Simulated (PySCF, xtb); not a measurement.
C2H13NSi3, SMILES C[Si@H](C[SiH3])[SiH2]N. The values are those of a single conformer.

Harmonic wavenumbers (cm⁻¹) from GFN2-xTB run with xtb at its own minimum, in rising order: 8, 44, 87, 110, 119, 130, 160, 181, 207, 221, 412, 444, 490, 513, 518, 589, 595, 622, 672, 694, 721, 724, 784, 791, 797, 811, 816, 824, 826, 849, 885, 1022, 1134, 1372, 1460, 1494, 1498, 1537, 2070, 2114, 2210, 2221, 2245, 2254, 2959, 2972, 3023, 3028, 3032, 3472, 3508.

### Question
What does PySCF 2.14.0 with B3LYP-D3(BJ)/def2-SVP give at its own minimum? (The exact figures need the calculation; the answer reports its results.)

### Answer
39, 55, 88, 118, 128, 151, 184, 193, 229, 256, 411, 429, 479, 500, 548, 634, 677, 686, 695, 716, 754, 785, 804, 827, 854, 891, 929, 947, 956, 960, 976, 1021, 1070, 1263, 1382, 1437, 1440, 1551, 2120, 2189, 2208, 2211, 2216, 2221, 3024, 3030, 3088, 3116, 3118, 3551, 3640. Paired by order, the mean absolute difference is 49 cm⁻¹ and the zero-point energies are 86.2 and 88.3 kcal/mol.
